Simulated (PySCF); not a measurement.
**`O=CC(F)=C=CF`, C$_{4}$H$_{2}$F$_{2}$O**

Molfile (atoms numbered from 1):
```
C4H2F2O
     RDKit          3D

  9  8  0  0  0  0  0  0  0  0999 V2000
   -0.1221    1.9641   -1.0582 O   0  0  0  0  0  0  0  0  0  0  0  0
   -0.9204    1.4724   -0.3138 C   0  0  0  0  0  0  0  0  0  0  0  0
   -0.7351    0.1585    0.3611 C   0  0  0  0  0  0  0  0  0  0  0  0
   -1.7544   -0.1479    1.1758 F   0  0  0  0  0  0  0  0  0  0  0  0
    0.2869   -0.6323    0.1958 C   0  0  0  0  0  0  0  0  0  0  0  0
    1.3787   -1.3073    0.0044 C   0  0  0  0  0  0  0  0  0  0  0  0
    1.5027   -2.2294   -0.9464 F   0  0  0  0  0  0  0  0  0  0  0  0
   -1.8835    1.9593   -0.0600 H   0  0  0  0  0  0  0  0  0  0  0  0
    2.2750   -1.1938    0.6055 H   0  0  0  0  0  0  0  0  0  0  0  0
  1  2  2  0
  2  3  1  0
  3  4  1  0
  3  5  2  0
  5  6  2  0
  6  7  1  0
  2  8  1  0
  6  9  1  0
M  END
```

Theory: quadratic response CAM-B3LYP/def2-TZVPD first hyperpolarisability, Taylor convention, gas phase in PySCF. Geometry: PBE0-D3(BJ)/def2-TZVP.

(1) Give the tensor of the second harmonic β(−2ω;ω,ω) at 1064 nm in the axes of these coordinates.

## Answers

(1) In au, Taylor convention; rows are the first index (the induced dipole):
|  | xx | yy | zz | xy | xz | yz |
| --- | --- | --- | --- | --- | --- | --- |
| x | -11.3 | +75.2 | +4.4 | -32.2 | -9.5 | -7.5 |
| y | -25.0 | -139.9 | -7.9 | +69.4 | -7.1 | +21.2 |
| z | -11.8 | +17.2 | -29.3 | -4.3 | +4.8 | -8.7 |

Norm of βᵢ = ⅓ Σⱼ (βᵢⱼⱼ + βⱼᵢⱼ + βⱼⱼᵢ): 190.5 au, hyper-Rayleigh value 81.2 au.
